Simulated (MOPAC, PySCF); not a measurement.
CH$_{2}$N$_{2}$, SMILES `N#CN`, neutral singlet in the gas phase. 

Cartesian coordinates (Å):
```xyz
5

N      1.9036    -0.2441    -0.1025
C      0.7502    -0.0971     0.0150
N     -0.5668     0.0698     0.2231
H     -0.9349     0.9772    -0.0550
H     -1.1521    -0.7058    -0.0806
```
Charge 0, spin multiplicity 1.

All levels are single points at this geometry (PBE-D3(BJ)/def2-TZVP); Pople sets use spherical d functions. Orbital energies aren't observables, and empty levels follow the basis.

```json
[
 {"level": "PBE-D3(BJ)/def2-TZVP in PySCF", "HOMO (eV)": "-6.62", "LUMO (eV)": "-0.73", "gap (eV)": "5.89", "dipole (D)": "4.63", "vertical IE, Delta-SCF (eV)": "10.56"},
 {"level": "B3LYP/3-21G in PySCF", "HOMO (eV)": "-7.06", "LUMO (eV)": "1.25", "gap (eV)": "8.32", "dipole (D)": "4.40", "vertical IE, Delta-SCF (eV)": "–"},
 {"level": "B3LYP/6-311+G** in PySCF", "HOMO (eV)": "-7.84", "LUMO (eV)": "-0.82", "gap (eV)": "7.02", "dipole (D)": "4.65", "vertical IE, Delta-SCF (eV)": "–"},
 {"level": "BP86/6-31G* in PySCF", "HOMO (eV)": "-6.32", "LUMO (eV)": "-0.06", "gap (eV)": "6.27", "dipole (D)": "4.53", "vertical IE, Delta-SCF (eV)": "–"},
 {"level": "PBE/6-31G* in PySCF", "HOMO (eV)": "-6.20", "LUMO (eV)": "0.04", "gap (eV)": "6.24", "dipole (D)": "4.51", "vertical IE, Delta-SCF (eV)": "10.35"},
 {"level": "SVWN5/6-31G* in PySCF", "HOMO (eV)": "-6.34", "LUMO (eV)": "-0.14", "gap (eV)": "6.20", "dipole (D)": "4.61", "vertical IE, Delta-SCF (eV)": "10.59"},
 {"level": "AM1 in MOPAC", "HOMO (eV)": "-10.62", "LUMO (eV)": "1.66", "gap (eV)": "12.28", "dipole (D)": "3.50", "vertical IE, Delta-SCF (eV)": "–"},
 {"level": "PM3 in MOPAC", "HOMO (eV)": "-10.03", "LUMO (eV)": "1.08", "gap (eV)": "11.11", "dipole (D)": "3.74", "vertical IE, Delta-SCF (eV)": "–"},
 {"level": "PM6 in MOPAC", "HOMO (eV)": "-10.58", "LUMO (eV)": "1.00", "gap (eV)": "11.58", "dipole (D)": "4.26", "vertical IE, Delta-SCF (eV)": "–"}
]
```
